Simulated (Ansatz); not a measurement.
Consider the redistribution: `O[SiH2]O[SiH](O)O` + `F[CH2][GeH3]` → `O[SiH](O)O[SiH2]F` + `O[CH2][GeH3]`.

Calculated with Ansatz (gas phase, PBE0-D4/def2-TZVP geometries, no zero-point term in ΔE). CCSD(T)/CBS is the MP2 limit (def2-TZVPP, def2-QZVPP) plus CCSD(T) − MP2 in def2-TZVPP, frozen cores. DFT in def2-TZVPP. B3LYP here is the variant with VWN-RPA as its local correlation; programs differ in this. For Ge outer-core shells are correlated without core-valence functions, which leaves a few kJ/mol of doubt a bond. Scalar relativity is left out up to krypton. Each species was taken in one conformer, which may not be the lowest.

`O[SiH2]O[SiH](O)O`:

Cartesian coordinates in Å:
```
O -1.378 -0.181 -1.430
Si -0.679 -1.419 -0.580
O 0.300 -0.725 0.508
Si 0.694 0.767 1.074
O 0.186 1.874 -0.013
O 2.297 0.910 1.306
H -2.266 -0.302 -1.766
H -1.742 -2.214 0.086
H 0.127 -2.274 -1.481
H 0.086 0.934 2.403
H -0.470 1.557 -0.644
H 2.846 1.072 0.538
```

`F[CH2][GeH3]`:

Cartesian coordinates in Å:
```
F -1.719 0.222 0.926
C -0.386 0.561 0.760
Ge 0.414 -0.498 -0.703
H 0.137 0.374 1.703
H -0.328 1.631 0.539
H -0.334 -0.214 -2.013
H 1.889 -0.083 -0.848
H 0.328 -1.992 -0.365
```

`O[SiH](O)O[SiH2]F`:

Z-matrix (Å, degrees):
```
Si
O 1 1.638
O 1 1.625 2 104.3
O 1 1.629 2 113.3 3 -120.7
H 1 1.472 2 112.1 3 120.6
H 2 0.958 1 117.9 3 179.3
Si 3 1.620 1 148.0 2 29.0
H 4 0.959 1 118.7 2 65.4
F 7 1.592 3 107.7 1 148.2
H 7 1.479 3 111.0 1 30.6
H 7 1.478 3 110.1 1 -95.2
```

`O[CH2][GeH3]`:

Cartesian coordinates in Å:
```
O -0.980 -1.287 0.445
C 0.213 -0.749 -0.091
Ge 0.074 1.213 -0.040
H -0.924 -2.245 0.425
H 0.373 -1.060 -1.132
H 1.096 -1.052 0.486
H -1.119 1.679 -0.887
H 1.371 1.812 -0.616
H -0.104 1.690 1.410
```

| level | ΔE (kJ/mol) | difference from CCSD(T)/CBS |
| --- | --- | --- |
| r2SCAN-D4 | -34.4 | 6.8 |
| PBE0-D4 | -35.7 | 5.5 |
| B3LYP-D4 | -35.0 | 6.2 |
| ωB97M-V | -35.3 | 5.9 |
| PBE | -34.6 | 6.6 |
| PBE0 | -37.1 | 4.1 |
| B3LYP | -37.8 | 3.4 |
| MP2/def2-TZVPP | -43.0 | -1.8 |
| SCS-MP2/def2-TZVPP | -43.0 | -1.8 |
| CCSD/def2-TZVPP | -41.5 | -0.3 |
| CCSD(T)/def2-TZVPP | -39.9 | 1.3 |
| HF/def2-QZVPP | -46.3 | -5.1 |
| MP2/def2-QZVPP | -44.3 | -3.1 |
| SCS-MP2/def2-QZVPP | -44.4 | -3.2 |
| HF/CBS(def2) | -46.6 | -5.4 |
| CCSD/CBS(def2) | -42.8 | -1.6 |
| CCSD(T)/CBS | -41.2 | 0 |

Largest T1 diagnostic among the species: 0.012.
